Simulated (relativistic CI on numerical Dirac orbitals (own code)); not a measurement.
**How well does a small relativistic CI reproduce Au III?**

Computed by Dirac-Coulomb-Breit CI, KLI orbitals optimised for each configuration, a model potential for QED, valence Slater integrals scaled by 0.85, P86 correlation energy added to each configuration (own radial code, finite nucleus).

Configurations in the expansion (outside the closed core [Xe] 4f14): 5d9, 5d8.6s, 5d8.6p, 5d8.5f, 5d7.6s.6p, 5d8.7s, 5d8.6d, 5d8.7p, 5d8.8s, 5d8.7d, 5d8.8p, 5d8.6f, 5d8.5g, 5d8.8d, 5d8.7f, 5d7.5f.6s, 5d7.6s2, 5d6.6s2.6p, 5d6.5f.6s2, 5d6.6s2.7s, 5d6.6s2.6d, 5d6.6s2.7p, 5d7.6s.7s, 5d6.6s.6p.7s, 5d6.5f.6s.7s, 5d6.6s.7s2, 5d6.6s.6d.7s, 5d6.6s.7s.7p. Double excitations out of closed p, d and f shells are left out; levels of such configurations are missing from the list, as are those of other unlisted configurations, and high levels can miss mixing partners.

```
Configuration  Term (tabulated)    J  Measured (cm⁻¹)  Computed  Error  Purity (%)
          5d9                2D  5/2              0.0         0      0          98
          5d9                2D  3/2          12694.0     11786   -908          97
       5d8.6s                4F  9/2          29753.6     33385   3632          97
       5d8.6s                4F  7/2          35076.7     38914   3837          71
       5d8.6s                4F  5/2          44425.9     47830   3404          59
       5d8.6s                2F  7/2          45740.5     49589   3848          67
       5d8.6s              4P †  1/2          49438.9     54162   4723          86
       5d8.6s              4P †  3/2          49969.4     53993   4024          57
       5d8.6s                2G  9/2          57818.6     61740   3921          95
       5d8.6s                2P  1/2          58327.1     63783   5455          86
       5d8.6s                2G  7/2          58584.6     62496   3911          92
```

Measured levels from Iglesias, J. Res. Natl. Bur. Stand. 64A, 481 (1960); pairs were made by configuration, J and term (by order where the table uses no LS term), so strongly mixed levels may be paired wrongly. Some J values or terms of the table were assigned by a fit.

Mean error by configuration (cm⁻¹): 5d9 -908; 5d8.6s 4001. Over the excited levels the mean absolute error is 3615 cm⁻¹ (10 of the 16 excited levels that our extract of the source holds in range could be paired, and the others can miss by more), and the median relative error of those above 1,000 cm⁻¹ is 8 %. † marks terms whose computed intervals miss the measured ones by more than a factor of 2.5, or configurations far off the rest, from wrong mixing, a near crossing or a doubtful label or measurement; they are left out of the means.
